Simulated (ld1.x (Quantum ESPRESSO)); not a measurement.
**Which change was made? (Mo, TM)**

```
Element                 : Mo (Z = 42)
Generator               : ld1.x (Quantum ESPRESSO) 7.5
Type                    : norm-conserving Troullier–Martins (Kleinman–Bylander form)
Functional              : PBE
Relativity              : scalar-relativistic
Frozen core             : [Kr]
Valence charge          : 6
Reference configuration : 4d4 5s0 5p0 (charge +2)
Partial waves           : 5p (bound, empty): rc 3.30 bohr; 4d (bound): rc 2.50 bohr; 5s (bound, empty): rc 2.85 bohr
Local potential         : the s channel
Core correction         : a·sin(br)/r model core inside 1.20 bohr
```

Cutoffs, loose and tight: the cutoffs (Ry, on a coarse ladder) from which the occupation-weighted sum of valence levels, in a spherical-Bessel basis at the reference potential, stays within 10 and 1 mRy of its value at 400 Ry. They do not see the model core or the augmentation charge, which bear on the density cutoff. Test errors are all-electron minus pseudo excitation energies from the reference, over the configurations 4d5 5s1 5p0; 4d5 5s0 5p0; 4d3 5s0 5p0; 4d5.5 5s0.5 5p0; 4d4 5s2 5p0; 4d4 5s1 5p0; 4d2 5s0 5p0; variants that change the core or the reference have their own tests.

The base gives: outcome: generated; cutoff, loose: 30 Ry; cutoff, tight: 35 Ry; bound ghosts: none; largest test error (meV): -954.

(1) After one change the result is: outcome: generated; cutoff, loose: 18 Ry; cutoff, tight: 25 Ry; bound ghosts: none; largest test error (meV): -963. Which change was it?
A. all radii but the core radius scaled by about 1.26 (s 3.60, p 4.18, d 3.16 bohr)
B. wave 4d (bound): rc 2.50 bohr becomes 4d (bound): rc 3.00 bohr
C. type PAW; waves now 5s (bound): rcut 2.50, rcutus 2.85 bohr; 5s channel at 1.65 Ry: rcut 2.50, rcutus 2.85 bohr; 5p (bound): rcut 2.85, rcutus 3.30 bohr; 5p channel at 4.25 Ry: rcut 2.85, rcutus 3.30 bohr; 4d (bound): rcut 2.15, rcutus 2.50 bohr; 4d channel at -1.1 Ry: rcut 2.15, rcutus 2.50 bohr; local potential all-electron potential smoothed inside 1.95 bohr (lloc = -2); augmentation BESSEL, radius 2.05 bohr

## Answers

(1) C. The others give: wave 4d (bound): rc 2.50 bohr becomes 4d (bound): rc 3.00 bohr → outcome: generated; cutoff, loose: 25 Ry; cutoff, tight: 30 Ry; bound ghosts: none; largest test error (meV): -592 | all radii but the core radius scaled by about 1.26 (s 3.60, p 4.18, d 3.16 bohr) → outcome: generated; cutoff, loose: 25 Ry; cutoff, tight: 30 Ry; bound ghosts: none; largest test error (meV): -343.
